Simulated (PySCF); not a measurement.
Compound: ClH3Sn.
Atom-mapped SMILES: `[Cl:1][SnH3:2]` (hydrogens: H3, H4, H5 on Sn2)

Computed, not measured: PBE0-D3(BJ)/def2-SVP geometry optimisation, gas phase, def2 core potentials past Kr (PySCF 2.14.0).

What internal coordinates does the optimisation give?

| bond | length (bohr) |
| --- | --- |
| Cl1–Sn2 | 4.458 |
| Sn2–H3, Sn2–H4, Sn2–H5 | 3.227 |

Bonds in one row agree within 0.02 bohr and their mean is given. A selection of angles:
| angle | degrees |
| --- | --- |
| Cl1–Sn2–H3 | 106.1 |
| H3–Sn2–H4 | 112.5 |
| H4–Sn2–H5 | 112.4 |

Sn2 (tin bonded to Cl and 3 H) is tetrahedral (angles from 106.1° to 112.6°).

Point group: C3v (tolerance 0.08 Å). Not checked by PBE0-D3(BJ)/def2-SVP frequencies.

Time: 7.2 s; peak memory 0.29 GiB. Hardware: one thread of an Arm Neoverse V1, shared host with 32 logical CPUs at a one-minute load of 14. That covers the optimisation of the geometry.


C4H12Ge.
SMILES with atom numbers: `[CH3:1][Ge:2]([CH3:3])([CH3:4])[CH3:5]` (hydrogens: H6, H7, H8 on C1; H9, H10, H11 on C3; H12, H13, H14 on C4; H15, H16, H17 on C5)

Computed with PBE0-D3(BJ)/def2-SVP geometry optimisation, gas phase in PySCF 2.14.0.

Problem. Give the optimised bond lengths and angles.

Solution. 
```tsv
bond	length (bohr)	order
C1–Ge2 and 3 like bonds	3.698	single
C1–H6 and 11 like bonds	2.080	single
```

Bonds in one row agree within 0.02 bohr and their mean is given. Orders are formal, as drawn. A selection of angles:
```tsv
angle	degrees
Ge2–C1–H6	110.7
H6–C1–H7	108.1
C1–Ge2–C3	109.5
```

All 4 C–Ge bonds measure 1.957 Å. Ge2 (germanium bonded to 4 C) is tetrahedral (angles from 109.4° to 109.5°).

Point group: Td (every atom within 0.08 Å of its image). Not checked by PBE0-D3(BJ)/def2-SVP frequencies.
